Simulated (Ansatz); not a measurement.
`[AlH2][CH2][SiH2][GeH3]` → Al• + C• + Ge• + 9 H• + Si•  (atomization)

Gas-phase electronic energies from Ansatz, PBE0-D4/def2-TZVP geometries. CCSD(T)/CBS adds triple-zeta CCSD(T) − MP2 to the extrapolated MP2 energy (def2 sets, frozen cores). This one scheme is used for every species, atoms too. For atomizations the MP2-based limit and the directly extrapolated one differ by several kJ/mol either way, and by 10 to 25 for some Ge, Se and Sn compounds, so smaller differences from it don't rank the levels. Functionals use def2-TZVPP. No spin–orbit coupling; open shells (•) take unrestricted orbitals. Spin–orbit coupling would lower the free atoms: a little for Al, C, Si; clearly for Ge. For Ge outer-core shells are correlated without core-valence functions, so the limit isn't a true one: a few kJ/mol of doubt a bond, and 10 to 20 or more in all where bonds break to atoms. Scalar relativity is left out up to krypton. One conformer a species, not always the lowest.

```
       level  ΔE (kcal/mol)
       BHLYP          898.3
   CAM-B3LYP          914.5
 HF/def2-SVP          696.2
HF/CBS(def2)          696.6
```

What does CCSD(T)/CBS give? (An estimate is asked.)

Ansatz gave: +923.8 kcal/mol. The listed levels differ from it by -25.5, -9.3, -227.6, -227.2 kcal/mol.

Largest T1 diagnostic among the species: 0.018.

The D4 term adds +12.3 kcal/mol with B3LYP and +6.5 kcal/mol with PBE0; it sums over pairs of atoms, weighted by their polarisabilities, and B3LYP, whose exchange is more repulsive, gets the larger term. From r2SCAN to r2SCAN0 (25 % exact exchange), in def2-TZVPP and without D4, ΔE moves by −5.8 kcal/mol: exact exchange takes away binding that semilocal exchange gives to molecules.

B3LYP here is the variant with VWN-RPA as its local correlation; programs differ in this.
